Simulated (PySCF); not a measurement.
Cu: excitation energy

Cu [Ar] 3d10 4s1 (2S) → Cu [Ar] 3d10 4p1 (2P), as a difference of total energies. Calculation: PySCF 2.14, in ANO-RCC-VTZP (6s5p3d2f1g, 59 functions); scalar relativity by spin-free X2C-1e. Correlated levels: valence: [Ar] frozen. The calculations carry no spin-orbit coupling.

```csv
method,excitation energy (eV)
UHF,3.892
MP2 (valence),4.242
SCS-MP2 (valence),4.213
CCSD (valence),4.185
CCSD(T) (valence),4.212
```

Errors of the correlated levels include the incompleteness of this basis and the frozen core.

The basis was made for the ground configuration and has no added diffuse functions, so the excitation energy can come out too high.

Problem. Which method comes closest to the reference value, and which is furthest?

Solution. The reference is 3.806 eV (measured; NIST levels, between the centres of gravity of the two terms). Closest: UHF (error 0.086 eV); furthest: MP2 (valence) (error 0.436 eV).
